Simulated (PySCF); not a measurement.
Below is a simulated gas-phase C 1s photoelectron spectrum of `C=[CH][AlH][CH3]`.

Every computed line was given a Gaussian of 0.4 eV full width at half maximum and an area set by the number of equivalent atoms; the highest printed point is 100. The calculation used delta-SCF UKS SCAN, pcX-2 on the ionised atom, pcseg-1 elsewhere, spin-free X2C (PySCF).

| binding energy (eV) | intensity |
| --- | --- |
| 289.1 | 0 |
| 289.2 | 2 |
| 289.3 | 9 |
| 289.4 | 29 |
| 289.5 | 61 |
| 289.6 | 93 |
| 289.7 | 100 |
| 289.8 | 76 |
| 289.9 | 41 |
| 290.0 | 16 |
| 290.1 | 7 |
| 290.2 | 9 |
| 290.3 | 21 |
| 290.4 | 39 |
| 290.5 | 50 |
| 290.6 | 46 |
| 290.7 | 30 |
| 290.8 | 14 |
| 290.9 | 4 |
| 291.0 | 1 |
| 291.1 | 0 |

Question: Count the maxima, the lines and the sites behind this envelope.

Answer: The curve has 2 maxima (at 289.7 and 290.5 eV). Under it lie 3 lines from 3 inequivalent carbon sites. At this width some lines have no maximum of their own.

Question: Decompose the envelope and assign each component. Numbering: `[CH2:1]=[CH:2][AlH:3][CH3:4]`.

Answer: 
```csv
position (eV),relative area,line,atoms,environment
289.66,1,C 1s,C2,alkene CH carbon
289.68,1,C 1s,C4,methyl carbon
290.52,1,C 1s,C1,terminal =CH2 carbon
```

Question: What are the centre and the root-mean-square width of the whole band?

Answer: The area-weighted mean of the lines is 289.96 eV. Their own spread about it is 0.40 eV (rms) and each Gaussian has σ = 0.4/2.355 = 0.17 eV; the variances add, which gives 0.44 eV.

Lowest listed C 1s: C2, bonded to C (double bond), H and Al. Highest, 0.86 eV above it: C1, bonded to C (double bond) and 2 H. The widest gap between neighbouring values is 0.84 eV, between 289.68 and 290.52 eV. Summing the Pauling electronegativity differences to the bonded atoms, each weighted by its formal bond order, gives -1.29 for the lowest site and -0.70 for the highest; no listed site has a larger sum than the highest. The smallest sum, -1.99, belongs to C4, 0.02 eV above the lowest. The values 289.66 and 289.68 eV lie too close for their order to be trusted.

Shake-up satellites, vibrational structure and lifetime widths aren't simulated. Isolated species at its PBE0-D3(BJ)/def2-SVP geometry (one conformer only).

Conformer computed: `[CH2:1]=[CH:2][AlH:3][CH3:4]`: C1–C2–Al3–C4 0°.
